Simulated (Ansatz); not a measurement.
Cost and result for the atomization energy of C3H7GeN, SMILES `[CH3][GeH]([CH3])[C]#N` (12 atoms, 11 bonds).

Cartesian coordinates in Å:
```
C -0.6554 -1.6091 0.0349
Ge -0.0841 0.1792 0.5378
C 1.4895 0.7876 -0.4270
C -1.5307 1.3817 0.0645
N -2.3878 2.0882 -0.2414
H -1.5731 -1.8759 0.5590
H 0.1203 -2.3319 0.2923
H -0.8374 -1.6544 -1.0393
H 0.0789 0.3266 2.0586
H 1.3085 0.7442 -1.5014
H 2.3412 0.1494 -0.1864
H 1.7303 1.8144 -0.1517
```

Total charge 0; spin multiplicity 1. Correlated methods include outer-core shells of Ge, which these sets cover unevenly. Scalar relativity is left out up to krypton. The structure was optimised at the PBE0-D4/def2-TZVP level. Program: Ansatz. All runs use 4 threads of a server CPU on a shared host. Times are those of one run each, without the atoms' runs, and a repeat can differ threefold. Electronic energies, without spin–orbit coupling; frozen cores. CCSD(T)/CBS adds CCSD(T) − MP2 in def2-TZVPP to the MP2 limit, and its time is that of the two runs behind it. T1 = 0.011. With those shells the extrapolation isn't a true limit. B3LYP takes the VWN-RPA correlation (the form of Gaussian; ORCA's B3LYP/G). HSE06 is the plane-wave form, built on full-range PBE exchange.

CCSD(T)/CBS is a level of theory with its own doubt, some kJ/mol a heavy atom from the limit and from the frozen cores, so smaller differences don't rank the functionals.

```
                            level  functions  wall time  atomization (kcal/mol)  difference from CCSD(T)/CBS  per bond
           LDA (SPW92)/def2-TZVPP        270      1.4 s                  1255.6                        147.0      13.4
             revPBE-D4/def2-TZVPP        270        3 s                  1102.2                         -6.4      -0.6
  PBE-D4/def2-TZVPP (with forces)        270      3.1 s                  1128.6                         20.0       1.8
              BHLYP-D4/def2-TZVPP        270      3.9 s                  1075.0                        -33.6      -3.1
              HSE06-D4/def2-TZVPP        270        4 s                  1109.2                          0.6       0.1
B3LYP-D4/def2-TZVPP (with forces)        270        6 s                  1106.6                         -2.0      -0.2
              PBE-QIDH/def2-TZVPP        270      7.5 s                  1102.8                         -5.8      -0.5
               ωB97X-V/def2-TZVPP        270        9 s                  1110.7                          2.1       0.2
                 CCSD(T)/def2-SVP        123       13 s                  1052.1                        -56.5      -5.1
 ωB97M-V/def2-TZVPP (with forces)        270       13 s                  1108.3                         -0.3       0.0
                   MP2/def2-QZVPP        527       33 s                  1114.6                          6.0       0.5
               CCSD(T)/def2-TZVPP        270    5.4 min                  1085.4                        -23.2      -2.1
                CCSD(T)/CBS(def2)          –      6 min                  1108.6                          0.0       0.0
```

From PBE to PBE0 (25 % exact exchange), in def2-TZVPP and without D4, the atomization energy moves by −19.1 kcal/mol: exact exchange takes away binding that semilocal exchange gives to molecules. At CCSD(T), def2-SVP lies −56.5 kcal/mol from the extrapolated value and def2-TZVPP −23.1 kcal/mol: correlation converges slowly with the basis, and small sets miss more of it in the bonded molecule than in its fragments. Leaving LDA and LC-ωPBE aside and taking each functional with its dispersion term where it has one, the values spread over 53.6 kcal/mol, from BHLYP-D4 to PBE-D4. LDA lies +132.4 kcal/mol from PBE without D4, its usual overbinding.
